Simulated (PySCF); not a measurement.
# Kr²²⁺ (krypton, charge +22): UHF calculation

Configuration: [Ne] 3s2 3p2, high-spin 3P determinant. Computed with PySCF 2.14 in an even-tempered Gaussian basis (17 s from 2.2 bohr⁻², ratio 2.5; 11 p from 2.9 bohr⁻², ratio 2.5; 5 d from 13 bohr⁻², ratio 2.7; 4 f from 20 bohr⁻², ratio 2.7), with the non-relativistic Hamiltonian (point nucleus).

| Quantity | Value |
| --- | --- |
| Total energy | -2451.370205 hartree |
| One-electron energy | -2848.7293 hartree |
| Hartree (Coulomb) energy | 462.1971 hartree |
| Exchange energy | -64.8380 hartree |
| Kinetic energy | 2451.62827 hartree |
| ⟨S²⟩ | 2.0019 |
| ⟨L²⟩ | 2.006 |
| Sum of ⟨r⟩ | 3.232 bohr |
| Sum of ⟨r²⟩ | 1.219 bohr² |
| Traceless quadrupole moment −½Σ⟨3z² − r²⟩ along its main axis | 0.0926 e·bohr² |
| Density at the nucleus (Gaussians lack the cusp) | 32200 bohr⁻³ |
| Spin density at the nucleus | 1.09 bohr⁻³ |

| shell | electrons | mean orbital energy (hartree) | spread (hartree) | rms radius, mean of both spins (bohr) |
| --- | --- | --- | --- | --- |
| 1s α | 1 | -555.96804 | 0 | 0.0491 |
| 1s β | 1 | -555.76989 | 0 | 0.0491 |
| 2s α | 1 | -104.26102 | 0 | 0.200 |
| 2s β | 1 | -104.12437 | 0 | 0.200 |
| 2p α | 3 | -97.64224 | 0.11565 | 0.176 |
| 2p β | 3 | -97.38986 | 0.15392 | 0.176 |
| 3s α | 1 | -38.55688 | 0 | 0.493 |
| 3s β | 1 | -37.69401 | 0 | 0.493 |
| 3p α | 2 | -36.27029 | 0 | 0.481 |

Spin-orbit coupling is strong in this species (close to jj coupling), so the high-spin LS determinant is a model state, not a physical level.

Spin-orbit constants ζ (cm⁻¹) from the X2C one-electron operator on these orbitals (non-relativistic here): bare nucleus, nucleus screened by l(l+1)(2l+1)/3 electrons, and screened by the Breit-Pauli mean field of the electrons.

```json
{"shell": "2p", "bare": "283000", "screened nucleus": "267200", "mean field": "260100"}
{"shell": "3p", "bare": "60840", "screened nucleus": "57460", "mean field": "55880"}
```

To first order the Landé constant is A = 27940 cm⁻¹, so the lowest level has J = 0 and lies 6.93 eV below the centre of the term. This holds in LS coupling only, and this species is close to jj coupling.
